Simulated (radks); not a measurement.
Values are calculated unless marked as measured or tabulated.
Valence configurations of As II (all share [Ar]). Code: a radial shooting solver on a logarithmic mesh with Libxc functionals. Model: scalar-relativistic Kohn-Sham, r2SCAN, spin-polarised, spherical densities, finite nucleus; open shells are filled with parallel spins first; meta-GGA in the generalised Kohn-Sham scheme; Fermi nuclear charge, rms radius 4.0968 fm. Energies are relative to 3d10 4s2 4p2; eigenvalues in eV for spin up.

\begin{tabular}{lrrrrr}
valence & E (eV) & moment (Bohr magnetons) & e(3d) & e(4p) & e(4s) \\ \hline
3d10 4s2 4p2 & 0.000 & 2 & -51.323 & -14.434 & -24.885 \\
3d10 4s1 4p3 & 6.284 & 4 & -52.588 & -15.684 & -26.473 \\
3d9 4s2 4p3 & 40.446 & 4 & -63.405 & -16.737 & -28.209 \\
3d9 4s1 4p4 & 51.496 & 4 & -65.120 & -17.534 & -29.297 \\
3d9.5 4s2 4p2.5 & 19.266 & 3 & -57.302 & -15.603 & -26.573 \\
3d8.5 4s1.5 4p4 & 71.284 & 4 & -70.642 & -17.941 & -30.017 \\
3d10 4s1.5 4p2.5 & 3.567 & 3 & -52.014 & -15.130 & -25.764 \\
3d10 4p4 & 21.007 & 2 & -54.718 & -15.897 & - \\
\end{tabular}

NIST lists [Ar] 3d10 4s2 4p2 as the ground configuration; this level of theory agrees among the configurations tried. The energies are those of spherical high-spin densities, not of single terms.
